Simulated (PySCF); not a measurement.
Screening by computed properties: pick the candidate that meets the target.

Species are written as SMILES; each is one conformer at its optimised geometry, gas phase (atoms past krypton carry core potentials, spin–orbit coupling is left out); the electronic structure was computed with PySCF and density fitting.

Dipoles, sizes and rotational constants follow the conformer. The torsions of the flexible species, by atom-mapped SMILES:
- `[CH3:1][O:2][C@@H:3]([F:4])[C:5]([F:6])([F:7])[F:8]`: C1–O2–C3–F4 72°, O2–C3–C5–F6 62°
- `[CH:1]#[C:2]/[CH:3]=[C:4](\[C:5]#[CH:6])[C:7](=[CH2:8])[CH3:9]`: C3–C4–C7–C8 180°
- `[CH3:1][O:2][C:3]([F:4])([F:5])[CH:6]([F:7])[F:8]`: C1–O2–C3–F4 56°, O2–C3–C6–F7 -63°
- `[CH3:1][CH:2]([CH3:3])[CH2:4][CH2:5][CH2:6][F:7]`: C1–C2–C4–C5 -61°, C2–C4–C5–C6 -172°, C4–C5–C6–F7 62°
- `[CH3:1][C:2]#[C:3][CH2:4][C:5](=[O:6])[C:7]([F:8])([F:9])[F:10]`: C3–C4–C5–O6 133°, C4–C5–C7–F8 -159°

Problem. Wanted: electronic spatial extent ⟨r²⟩ about the centre of nuclear charge above 890 bohr² (CAM-B3LYP/def2-SVPD) and vertical ionisation energy below 9 eV (ΔSCF CAM-B3LYP/def2-SVPD), at PBE0-D3(BJ)/def2-SVP geometries. Which candidate meets both?
A. `[GeH3][GeH3]`
B. `C#C/C=C(\C#C)C(=C)C`
C. `COC(F)(F)C(F)F`
D. `CO[C@@H](F)C(F)(F)F`

Solution. B. Computed values:
```csv
species,electronic spatial extent ⟨r²⟩ about the centre of nuclear charge,vertical ionisation energy
[GeH3][GeH3],535 bohr²,10.36 eV
COC(F)(F)C(F)F,869 bohr²,12.08 eV
CO[C@@H](F)C(F)(F)F,904 bohr²,11.74 eV
C#C/C=C(\C#C)C(=C)C,1375 bohr²,8.24 eV
```

Problem. Wanted: lowest triplet excitation (Tamm–Dancoff) between 2 eV and 7 eV (TDA CAM-B3LYP/def2-SVPD) and static isotropic polarisability below 80 au (CAM-B3LYP/def2-SVPD), at PBE0-D3(BJ)/def2-SVP geometries. Which candidate meets both?
A. `C#C/C=C(\C#C)C(=C)C`
B. `Br[Te]Br`
C. `CC(C)CCCF`
D. `CO[C@@H](F)C(F)(F)F`
E. `[GeH3][GeH3]`

Solution. E. Computed values:
```
            species  lowest triplet excitation (Tamm–Dancoff)  static isotropic polarisability
           Br[Te]Br                                   1.55 eV                          85.9 au
C#C/C=C(\C#C)C(=C)C                                   2.43 eV                         116.4 au
       [GeH3][GeH3]                                   6.47 eV                          69.2 au
CO[C@@H](F)C(F)(F)F                                   8.28 eV                          46.4 au
          CC(C)CCCF                                   8.60 eV                          76.0 au
```

Problem. Wanted: smallest rotational constant between 1 GHz and 1.36 GHz (PBE0-D3(BJ)/def2-SVP) and HOMO energy below -10 eV (CAM-B3LYP/def2-SVPD), at PBE0-D3(BJ)/def2-SVP geometries. Which candidate meets both?
A. `CC#CCC(=O)C(F)(F)F`
B. `C#C/C=C(\C#C)C(=C)C`
C. `FC(F)C(OC)(F)F`
D. `CO[C@@H](F)C(F)(F)F`
E. `Br[Te]Br`
F. `[GeH3][GeH3]`

Solution. D. Computed values:
```csv
species,smallest rotational constant,HOMO energy
Br[Te]Br,0.670 GHz,-7.89 eV
CC#CCC(=O)C(F)(F)F,0.724 GHz,-9.05 eV
C#C/C=C(\C#C)C(=C)C,0.819 GHz,-7.64 eV
CO[C@@H](F)C(F)(F)F,1.326 GHz,-10.66 eV
FC(F)C(OC)(F)F,1.387 GHz,-10.98 eV
[GeH3][GeH3],2.092 GHz,-9.43 eV
```

Problem. Wanted: HOMO–LUMO gap below 7 eV (CAM-B3LYP/def2-SVPD) and dipole moment below 3 D (CAM-B3LYP/def2-SVPD), at PBE0-D3(BJ)/def2-SVP geometries. Which candidate meets both?
A. `[C@]12(C)C=C[C@H]1C(C#C)=C2`
B. `C(F)(F)(F)[C@@H](OC)F`
C. `COC(F)(F)C(F)F`
D. `[GeH3][GeH3]`
E. `Br[Te]Br`

Solution. E. Computed values:
```csv
species,HOMO–LUMO gap,dipole moment
Br[Te]Br,5.69 eV,1.69 D
[C@]12(C)C=C[C@H]1C(C#C)=C2,7.91 eV,0.66 D
[GeH3][GeH3],10.12 eV,0.00 D
C(F)(F)(F)[C@@H](OC)F,11.76 eV,3.22 D
COC(F)(F)C(F)F,12.11 eV,2.80 D
```
